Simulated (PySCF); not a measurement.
# HfO(OH), doublet: computed properties

Method: PySCF, UPBE0, basis Hf def2-TZVP with ECP60, O def2-TZVP, H def2-TZVP (scalar-relativistic core potentials, no spin–orbit coupling, density fitting).

The structure is a minimum.

```xyz
4
charge 0 multiplicity 2, angstrom
Hf    0.0363   -0.0648   -0.1538
O     1.3520    0.3160    0.9326
O    -1.6435    0.3673    0.6996
H    -1.8391    0.7310    1.5635
```

| Property | Result |
| --- | --- |
| Point group | Cs |
| Bond lengths | Hf–O 1.748 Å, Hf–O 1.933 Å, O–H 0.958 Å |
| Bond angles | H–O–Hf 131.4°, O–Hf–O 109.3° |
| Zero-point energy | 40.4 kJ/mol |
| Highest occupied level (α) | -5.45 eV |
| Heat capacity Cp at 298.15 K | 56.9 J/(mol K) |
| Atomisation energy without zero-point energy | 1685 kJ/mol |
| Dipole moment | 3.32 D |
| Rotational symmetry number | 1 |
| Entropy at 298.15 K and 1 bar (electronic part: spin only) | 298.4 J/(mol K) |
| Lowest empty level (β) | -2.67 eV |
| Spin squared ⟨S²⟩ | 0.753 |
| Principal quadrupole moments (Buckingham, traceless) about the centre of mass | -12.53, 2.53, 9.99 D Å |
| Enthalpy at 298.15 K above 0 K | 13.00 kJ/mol |
| Principal polarisabilities | 59.0, 76.9, 90.1 bohr³ |
| Rotational constants | 0.5103, 0.2202, 0.1538 cm⁻¹ |

Harmonic modes (masses in u: Hf 179.947, O 15.995, H 1.008):
| symmetry | ω (cm⁻¹) | IR (km/mol) | μ (u) |
| --- | --- | --- | --- |
| a' | 198 | 30.7 | 5.29 |
| a'' | 480 | 112 | 1.15 |
| a' | 528 | 155 | 1.35 |
| a' | 672 | 67.7 | 5.99 |
| a' | 947 | 148 | 17.02 |
| a' | 3936 | 159 | 1.07 |

Charges (e):
| atom | Mulliken | Löwdin | polar tensor | spin (Mulliken) | Mayer order to Hf1 |
| --- | --- | --- | --- | --- | --- |
| Hf1 | 0.90 | 0.49 | 1.38 | 1.08 | – |
| O2 | -0.57 | -0.35 | -0.87 | -0.06 | 2.19 |
| O3 | -0.67 | -0.31 | -0.83 | -0.02 | 1.10 |
| H4 | 0.34 | 0.16 | 0.32 | 0.00 | 0.03 |
Other Mayer orders above 0.3: O–H 0.88.

Mulliken populations on Hf1 (electrons outside its core potential): s 2.81, p 6.27, d 1.91, f 0.11.

Other isomers or separated fragments may lie lower. Open d and f shells are described by one determinant, and the ground state may have another occupation or spin. Spin–orbit coupling, left out here, can matter for elements this heavy.

The final relaxation and frequency run took 62 s on 4 threads of a shared Arm Neoverse V1 host, with 108 basis functions and 19 gradients; the process peaked at 1.2 GiB. Launch command: `OMP_NUM_THREADS=4 python axn.py task.json out`.
